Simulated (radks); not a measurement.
Values are calculated unless marked as measured or tabulated.
Excited configurations of I28+: one electron is placed in a higher orbital outside [Ar] 3d6. The ground configuration is [Ar] 3d7. Code: a radial shooting solver on a logarithmic mesh with Libxc functionals. Model: Dirac Kohn-Sham, PBEsol, spin-unpolarised, spherical densities, point nucleus; open shells fill j = l - 1/2 first. Excitation = E - E(ground); binding = E(ion) - E, where the ion is the core of charge +29; n* = 29/sqrt(2 binding) in atomic units. These energies are relativistic, and a one-electron ion of charge +29 with no core already has n* below n in this formula (Dirac formula, point nucleus: 4d3/2 3.993, 5s1/2 4.981, 5d3/2 4.992, 5f5/2 4.996, 6p1/2 5.980, 6f5/2 5.995, 7p1/2 6.980, 7d3/2 6.991). The quantum defect is therefore taken as that value minus n*, so that it holds no relativistic shift of the bare ion.

outer orbital  excitation (eV)  binding (eV)  quantum defect  eigenvalue (eV)
4d3/2                   798.46        841.27           0.305          -822.93
5s1/2                   1049.5        590.27           0.578          -580.75
5d3/2                   1120.2        519.53           0.299          -510.23
5f5/2                   1159.2        480.51           0.116          -470.90
6p1/2                   1260.9        378.80           0.484          -372.74
6f5/2                   1307.6        332.13           0.126          -326.02
7p1/2                   1368.4        271.35           0.486          -267.10
7d3/2                   1384.0        255.72           0.302          -251.58

The Delta-SCF ionisation energy is 1639.7 eV (NIST Atomic Spectra Database: 1639 eV, theoretical). Self-interaction in the functional shifts the binding energies and quantum defects, so they are the method's values and not measured ones. Spin polarisation and multiplet splitting are left out, so open shells lie too high by an amount that depends on their filling.

Beside tabulated values, note that spin-unpolarised runs miss the spin-polarisation part of the exchange energy of open shells.
